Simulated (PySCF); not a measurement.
**Radial density of Xe²⁺ (xenon, charge +2)**

wB97X, [Kr] 4d10 5s2 5p4, high-spin 3P determinant. Computed with PySCF 2.14 in aug-cc-pwCVTZ-DK3 with one added diffuse shell each of s, p, d, f type (11s10p8d5f1g, 125 functions), with scalar relativity by spin-free X2C-1e.

| r (bohr) | 4πr²ρ (e/bohr) | 4πr²(ρα − ρβ) |
| --- | --- | --- |
| 0.0249 | 66.59 | 0.0197 |
| 0.0419 | 62.58 | 0.0523 |
| 0.0705 | 88.10 | 0.0540 |
| 0.119 | 75.22 | -0.0047 |
| 0.199 | 72.53 | 0.1189 |
| 0.335 | 52.08 | 0.0042 |
| 0.564 | 27.36 | 0.2993 |
| 0.949 | 18.97 | -0.0239 |
| 1.60 | 5.531 | 1.2221 |
| 2.69 | 1.649 | 0.6140 |
| 4.52 | 0.04555 | 0.0160 |

Densities and radii are taken from the X2C orbitals without a picture-change correction, which distorts them close to the nucleus.

(1) Where is the radial spin density 4πr²(ρα − ρβ) most negative, and why is it negative at all?

Answers

(1) Around r = 0.949 bohr, down to -0.0239 e/bohr: exchange with the open shell polarises the paired shells in an unrestricted calculation.
